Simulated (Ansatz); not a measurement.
Ideal-gas functions of CH2OSSe, SMILES `OC(S)=[Se]` at 600 K and 1 bar, from an Ansatz frequency run at PBE0-D4/def2-TZVP.

Molar mass 141.05 g/mol, point group Cs (symmetry number 1), electronic degeneracy 1, moments of inertia 67.844, 247.156, 315.0 u Å². Harmonic wavenumbers (cm⁻¹, unscaled): 251, 362, 372, 533, 538, 614, 899, 968, 1303, 1352, 2736, 3735.

Use S(trans) = R[1.5 ln M + 2.5 ln T − 1.1517]; rotational temperatures θ = 24.2544 K / I; S(rot) = R[ln(√π/σ · √(T³/θAθBθC)) + 1.5]; for each mode x = 1.438777 ν̃/T, S = R[x/(eˣ − 1) − ln(1 − e⁻ˣ)] and H = RT x/(eˣ − 1); 1 cm⁻¹ = 0.0119627 kJ/mol; R = 8.31446 J/(mol·K).

Q: By hand: the entropy, in J/(mol·K).

A: Translation 185.1. Rotation: θ = 0.3575, 0.0981, 0.077 K, giving 121.6. Vibration, mode by mode: 12.66, 9.75, 9.53, 6.82, 6.75, 5.81, 3.37, 2.96, 1.57, 1.43, 0.09, 0.01, in all 60.7. Electronic 0.0. Sum 367.4 J/(mol·K).

Q: By hand: H − E and G − E in kJ/mol, counted from the electronic energy.

A: Zero-point energy ½ × 13663 × 0.0119627 = 81.7; thermal vibration 21.0; translation, rotation and pV give 4 RT = 20.0. H − E = 122.7 kJ/mol, and G − E = 122.7 − 600 × 367.4/1000 = -97.7 kJ/mol.

Vibration gives 17 % of the entropy. The sum counts one conformer and one mirror image; others add a mixing term.
